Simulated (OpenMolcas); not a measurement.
## K: effect of the basis set

```json
{
 "Program": "OpenMolcas",
 "Method": "SS-CASPT2, IPEA 0.25 Eh, imaginary shift 0.1 Eh (closed shells correlated: 3s 3p)",
 "Active space": "1 electron in 9 orbitals (3d 4s 4p)",
 "State averaging": "2S+1 = 2 even, 1 root; 2S+1 = 2 odd, 3 roots",
 "Spin-orbit coupling": "RASSI with atomic mean-field integrals over the reference wave functions, term energies averaged over their components"
}
```

A. ANO-R2 [5s4p2d1f], X2C, finite nucleus; CASPT2 step of the order of 1.5 core-seconds
B. ANO-RCC-VTZP [6s5p2d1f], DKH2, point nucleus; CASPT2 step roughly 1 core-seconds
C. ANO-RCC-VQZP [7s6p3d2f1g], DKH2, point nucleus; CASPT2 step about 2.1 core-seconds
D. ANO-RCC [10s9p5d3f2g], DKH2, point nucleus; CASPT2 step of the order of 2 core-seconds

Energies in cm⁻¹ above 4s ²S_1/2, the measured ground level; measured values from NIST Handbook of Basic Atomic Spectroscopic Data.

| Level | A | B | C | D | Measured |
| --- | --- | --- | --- | --- | --- |
| 4s ²S_1/2 | 0.0 | 0.0 | 0.0 | 0.0 | 0.0 |
| 4p ²P°_1/2 | 22240 | 12994 | 13074 | 13136 | 12985 |
| 4p ²P°_3/2 | 22349 | 13031 | 13109 | 13172 | 13043 |

Deviations, from unrounded energies. A percentage is the sum of absolute deviations over the sum of measured energies, with the sign that they share, or ± where signs differ.

```
           Against measurement  Levels      A     B     C     D
mean absolute deviation (cm-1)       2   9300    10    77   140
      other configurations (%)       2  +71.3  ±0.1  +0.6  +1.1
```

B lies closest to measurement on these levels and A furthest from it. The largest miss of B in the table is 4p ²P°_3/2, by -12 cm-1. The ranking rests on the paired levels alone, and a cruder setting can come out closer through cancelling errors.

Among A to D the level of the table that moves most is 4p ²P°_3/2, by 9300 cm-1 (lowest in B, highest in A).

ANO sets are built for ground and valence states and can reach diffuse excited orbitals poorly. With one active electron, CASPT2 adds the correlation within the correlated inactive shells and between them and that electron, and leaves the splitting within a term as the reference gives it. No level of 3d was computed, though it lies in the active space. The ANO-R sets hold no well-fitted valence p shell for this element, so s → p excitations can come out far too high (holds for A). Computed and measured levels are paired by configuration, term and J; levels that our copy of the source lacks, or whose pairing is in doubt (as where it misses far off the trend of its configuration), stay unpaired and out of the deviations. Levels of configurations outside the active space are missing.

° marks odd parity.
